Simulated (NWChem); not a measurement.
System: C₄H₅N; SMILES C1=CCN=C1

Input file for NWChem:

```
start job
memory heap 200 mb stack 900 mb global 1100 mb
geometry units angstroms noautosym nocenter noautoz
  C      0.728403     0.975594     0.000000
  C     -0.618986     1.015042     0.000000
  C     -1.092412    -0.400449     0.000000
  N      0.080098    -1.241413     0.000000
  C      1.089527    -0.445293     0.000000
  H      1.422761     1.816572     0.000000
  H     -1.259079     1.898504     0.000000
  H     -1.721636    -0.637487     0.878413
  H     -1.721636    -0.637487    -0.878413
  H      2.116540    -0.829793     0.000000
end
basis spherical
  * library def2-svpd
end
dft
  xc b3lyp
  iterations 150
end
property
  response 1 0.0773
end
task dft property
```

Parts of the log:

```
             Northwest Computational Chemistry Package (NWChem) 7.3.0
             --------------------------------------------------------

                             Geometry "geometry" -> ""
                             -------------------------

 Output coordinates in angstroms (scale by  1.889725989 to convert to a.u.)

  No.       Tag          Charge          X              Y              Z
 ---- ---------------- ---------- -------------- -------------- --------------
    1 C                    6.0000     0.72840300     0.97559400     0.00000000
    2 C                    6.0000    -0.61898600     1.01504200     0.00000000
    3 C                    6.0000    -1.09241200    -0.40044900     0.00000000
    4 N                    7.0000     0.08009800    -1.24141300     0.00000000
    5 C                    6.0000     1.08952700    -0.44529300     0.00000000
    6 H                    1.0000     1.42276100     1.81657200     0.00000000
    7 H                    1.0000    -1.25907900     1.89850400     0.00000000
    8 H                    1.0000    -1.72163600    -0.63748700     0.87841300
    9 H                    1.0000    -1.72163600    -0.63748700    -0.87841300
   10 H                    1.0000     2.11654000    -0.82979300     0.00000000

 Effective nuclear repulsion energy (a.u.)     158.9202487350

                              NWChem Property Module
                              ----------------------

                                 NWChem DFT Module
                                 -----------------

 Summary of "ao basis" -> "ao basis" (spherical)
 ------------------------------------------------------------------------------
       Tag                 Description            Shells   Functions and Types
 ---------------- ------------------------------  ------  ---------------------
 C                         def2-svpd                 8       20   4s2p2d
 N                         def2-svpd                 8       20   4s2p2d
 H                         def2-svpd                 4        8   2s2p

            General Information
            -------------------
          SCF calculation type: DFT
          Wavefunction type:  closed shell.
          No. of atoms     :    10
          No. of electrons :    36
           Alpha electrons :    18
            Beta electrons :    18
          Charge           :     0
          Spin multiplicity:     1
          Use of symmetry is: off; symmetry adaption is: off
          Maximum number of iterations: 150
          AO basis - number of functions:   140
                     number of shells:    60
          Convergence on energy requested:  1.00D-06
          Convergence on density requested:  1.00D-05
          Convergence on gradient requested:  5.00D-04

              XC Information
              --------------
                         B3LYP Method XC Potential
                     Hartree-Fock (Exact) Exchange  0.200
                        Slater Exchange Functional  0.800 local
                    Becke 1988 Exchange Functional  0.720 non-local
              Lee-Yang-Parr Correlation Functional  0.810
                  VWN I RPA Correlation Functional  0.190 local

             Grid Information
             ----------------
          Grid used for XC integration:  medium
          Radial quadrature: Mura-Knowles
          Angular quadrature: Lebedev.
          Tag              B.-S. Rad. Rad. Pts. Rad. Cut. Ang. Pts.
          ---              ---------- --------- --------- ---------
          C                   0.70       49          10.0       434
          N                   0.65       49          10.0       434
          H                   0.35       45          12.0       434
          Grid pruning is: on
          Number of quadrature shells:   470
          Spatial weights used:  Erf1

      Superposition of Atomic Density Guess
      -------------------------------------

 Sum of atomic energies:        -207.24114755

      Non-variational initial energy
      ------------------------------

 Total energy =    -210.658620
 1-e energy   =    -592.555113
 2-e energy   =     222.976245
 HOMO         =      -0.313754
 LUMO         =      -0.050379

   convergence    iter        energy       DeltaE   RMS-Dens  Diis-err
 ---------------- ----- ----------------- --------- --------- ---------
 d= 0,ls=0.0,diis     1   -209.9384409060 -3.69D+02  1.86D-02  5.26D-01
 d= 0,ls=0.0,diis     2   -209.9188235175  1.96D-02  1.07D-02  7.42D-01
 d= 0,ls=0.0,diis     3   -209.9892415052 -7.04D-02  3.98D-03  1.49D-01
 d= 0,ls=0.0,diis     4   -210.0053426329 -1.61D-02  7.05D-04  4.60D-03
 d= 0,ls=0.0,diis     5   -210.0058579567 -5.15D-04  2.47D-04  4.83D-04
  Resetting Diis
 d= 0,ls=0.0,diis     6   -210.0059171215 -5.92D-05  6.85D-05  4.52D-05
 d= 0,ls=0.0,diis     7   -210.0059221558 -5.03D-06  6.41D-05  7.55D-06
 d= 0,ls=0.0,diis     8   -210.0059194510  2.70D-06  4.20D-05  2.76D-05
 d= 0,ls=0.0,diis     9   -210.0059231778 -3.73D-06  4.07D-06  1.05D-07
 d= 0,ls=0.0,diis    10   -210.0059231883 -1.05D-08  1.04D-06  1.11D-08

         Total DFT energy =     -210.005923188252
      One electron energy =     -596.567868838372
           Coulomb energy =      258.035053116060
    Exchange-Corr. energy =      -30.393356200894
 Nuclear repulsion energy =      158.920248734955

 Numeric. integr. density =       35.999996652415

                       DFT Final Molecular Orbital Analysis
                       ------------------------------------

 Vector   16  Occ=2.000000D+00  E=-3.300915D-01
              MO Center=  9.8D-02, -2.4D-01,  6.6D-11, r^2= 2.7D+00
   Bfn.  Coefficient  Atom+Function         Bfn.  Coefficient  Atom+Function
  ----- ------------  ---------------      ----- ------------  ---------------
    87      0.352017   5 C  pz                7      0.265545   1 C  pz
    47     -0.229833   3 C  pz               67     -0.230833   4 N  pz
   117     -0.210868   8 H  s               125      0.210868   9 H  s
    10      0.151405   1 C  pz               90      0.142479   5 C  pz
    70      0.139750   4 N  pz              118     -0.134131   8 H  s

 Vector   17  Occ=2.000000D+00  E=-2.735366D-01
              MO Center=  1.3D-01, -1.1D+00, -4.9D-09, r^2= 1.8D+00
   Bfn.  Coefficient  Atom+Function         Bfn.  Coefficient  Atom+Function
  ----- ------------  ---------------      ----- ------------  ---------------
    64      0.576796   4 N  s                66      0.505278   4 N  py
    63      0.358249   4 N  s               134     -0.279180  10 H  s
    69     -0.257392   4 N  py               62      0.213964   4 N  s
    43     -0.181567   3 C  s                48     -0.170188   3 C  px
     6     -0.166253   1 C  py              102      0.165238   6 H  s

 Vector   18  Occ=2.000000D+00  E=-2.659655D-01
              MO Center=  3.7D-02,  2.5D-01,  1.2D-09, r^2= 2.4D+00
   Bfn.  Coefficient  Atom+Function         Bfn.  Coefficient  Atom+Function
  ----- ------------  ---------------      ----- ------------  ---------------
    27      0.372269   2 C  pz               67      0.348926   4 N  pz
     7      0.313423   1 C  pz               70     -0.236347   4 N  pz
    30      0.219427   2 C  pz               10      0.161971   1 C  pz
    87     -0.159001   5 C  pz              118     -0.095007   8 H  s
   126      0.095007   9 H  s                90     -0.076520   5 C  pz

 Vector   19  Occ=0.000000D+00  E=-4.929465D-02
              MO Center=  1.3D-02,  8.6D-02, -2.3D-09, r^2= 3.3D+00
   Bfn.  Coefficient  Atom+Function         Bfn.  Coefficient  Atom+Function
  ----- ------------  ---------------      ----- ------------  ---------------
    27      0.372241   2 C  pz               67     -0.330536   4 N  pz
    30      0.325827   2 C  pz               87     -0.267132   5 C  pz
    70      0.260128   4 N  pz                7     -0.225771   1 C  pz
   118     -0.204780   8 H  s               126      0.204780   9 H  s
    90     -0.194662   5 C  pz               10     -0.174001   1 C  pz

 Vector   20  Occ=0.000000D+00  E= 2.487350D-02
              MO Center= -6.2D-01,  7.1D-01,  1.5D-09, r^2= 9.7D+00
   Bfn.  Coefficient  Atom+Function         Bfn.  Coefficient  Atom+Function
  ----- ------------  ---------------      ----- ------------  ---------------
   110     -2.200755   7 H  s                24      2.175278   2 C  s
    64     -1.957779   4 N  s               102     -1.852794   6 H  s
    44      1.446367   3 C  s                84      1.431093   5 C  s
     4      1.168676   1 C  s                 3      0.923264   1 C  s
   118     -0.760876   8 H  s               126     -0.760876   9 H  s

 Vector   21  Occ=0.000000D+00  E= 4.619840D-02
              MO Center=  5.0D-01,  2.4D-01, -1.3D-08, r^2= 3.6D+00
   Bfn.  Coefficient  Atom+Function         Bfn.  Coefficient  Atom+Function
  ----- ------------  ---------------      ----- ------------  ---------------
    87     -0.390254   5 C  pz               10      0.383934   1 C  pz
     7      0.380319   1 C  pz               90     -0.377273   5 C  pz
    30     -0.258717   2 C  pz               67     -0.246909   4 N  pz
    70      0.240085   4 N  pz               27     -0.224741   2 C  pz
   118      0.215580   8 H  s               126     -0.215581   9 H  s

[...]

 DFT Linear Response polarizability / au
 Frequency  =       0.0773000 / au
 Wavelength =     589.4353558 / nm
              X              Y              Z
 -----------------------------------------------
 X      64.8609138      0.9284181      0.0000001
 Y       0.9284556     56.6714041     -0.0000000
 Z       0.0000001     -0.0000000     37.0850569
 -----------------------------------------------
 Eigenvalues =      64.9648465     56.5674714     37.0850569
 Isotropic   =      52.8724583
 Anisotropic =      24.7725963
 -----------------------------------------------

 Magnetic Dipole Response Matrix (nonzero elements):

 Exiting AOResponse driver routine
```

Level: B3LYP/def2-SVPD. Coordinates come from a PBE0/def2-SVP optimisation.
